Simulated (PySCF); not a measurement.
## Stretching RbS

Set-up: basis Rb x2c-TZVPall, S x2c-TZVPall; spin-free X2C with a Gaussian nucleus; PySCF 2.14. Energies in eV from Rb + S in their ground configurations at the same level. State: ²Π (doublet), unpaired electrons π ↑.

All columns are PBE0. A positive dipole means Rb(−)S(+).

| R (Å) | E (eV) | μ (D) | Mulliken charge on Rb (basis-dependent) | HOMO (eV) | LUMO (eV) | Mayer bond order | ⟨S²⟩ |
| --- | --- | --- | --- | --- | --- | --- | --- |
| 2.518 | -2.126 | -8.20 | 0.62 | -4.86 | -2.39 | 0.72 | 0.75 |
| 2.635 | -2.425 | -8.80 | 0.64 | -4.87 | -2.22 | 0.69 | 0.75 |
| 2.752 | -2.588 | -9.38 | 0.65 | -4.75 | -2.06 | 0.67 | 0.75 |
| 2.840 | -2.645 | -9.80 | 0.65 | -4.64 | -1.96 | 0.66 | 0.76 |
| 2.928 | -2.661 | -10.20 | 0.65 | -4.55 | -1.86 | 0.66 | 0.76 |
| 3.016 | -2.646 | -10.61 | 0.65 | -4.45 | -1.77 | 0.66 | 0.76 |
| 3.133 | -2.592 | -11.13 | 0.65 | -4.34 | -1.65 | 0.66 | 0.76 |
| 3.279 | -2.487 | -11.76 | 0.64 | -4.21 | -1.57 | 0.66 | 0.76 |
| 3.455 | -2.331 | -12.50 | 0.63 | -4.07 | -1.68 | 0.67 | 0.76 |
| 3.689 | -2.101 | -13.43 | 0.62 | -3.90 | -1.83 | 0.67 | 0.76 |

A fit through these points gives, at Re = 2.926 Å, μ = -10.19 D and dμ/dR = -4.61 D/Å; the reduced mass is 23.23 u.

Problem. How strong is the fundamental in the double-harmonic approximation, I = 42.26·(dμ/dR)²/μred km/mol?

Solution. I = 42.26·(-4.61)²/23.23 = 38.7 km/mol at PBE0.

Spin–orbit coupling is left out. The state is the lowest determinant that a PBE0 search found; another state may lie lower at other levels.
